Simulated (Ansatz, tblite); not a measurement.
Cost and result up the ladder for Cu2Te2 (4 atoms). Charge 0, multiplicity 1. Geometry: PBE-D4/def2-SVP.

```xyz
4

Cu    0.043    1.344    0.051
Cu    0.431   -1.123    0.605
Te    1.320   -0.118   -1.450
Te   -1.793   -0.104    0.794
```

Ansatz on 4 threads of INTEL XEON PLATINUM 8581C on a shared host; xTB runs through tblite on one thread. Times are rough, summed over both states, and most runs start from the orbitals of an earlier one. B3LYP-D4/def2-TZVP serves as the yardstick here, not as an exact answer. The other state is a quintet at its own geometry, which has other bonds, so the gap mixes isomer and spin.

In the def2 sets Te takes a core potential; there is no spin–orbit coupling. The xTB rows come from tblite. B3LYP takes the VWN-RPA correlation. At PBE0-D4/def2-TZVP a triplet of charge 0 lies 0.06 eV below the restricted singlet, each at its own geometry. At PBE0-D4/def2-TZVP a triplet of charge 0 lies 2.56 eV below the quintet, each at its own geometry. The structure comes from a short search, and lower isomers may exist.

Run but left out: PBE0-D4/def2-TZVP (singlet: restricted singlet, unstable towards broken spin symmetry); BHLYP-D4/def2-TZVP (singlet: restricted singlet, unstable in another Hartree–Fock run and untested here).

xTB has no spin-polarisation term.

| level | functions | quintet − singlet (eV) | difference from B3LYP-D4/def2-TZVP (eV) |
| --- | --- | --- | --- |
| B3LYP-D4/def2-TZVP | 190 | 2.41 | 0.00 |
| PBE-D4/def2-TZVP (with forces) | 190 | 2.29 | -0.12 |
| r2SCAN-D4/def2-TZVP | 190 | 2.36 | -0.05 |
| GFN1-xTB | 36 | 4.63 | 2.22 |
| GFN2-xTB | 36 | 5.57 | 3.16 |

Q: Estimate how long each takes.

A: GFN1-xTB 0.012 s; GFN2-xTB 0.022 s; PBE-D4/def2-TZVP (with forces) 6.4 s; B3LYP-D4/def2-TZVP 15 s; r2SCAN-D4/def2-TZVP 20 s. On shared hardware such times vary by a factor of up to 3.
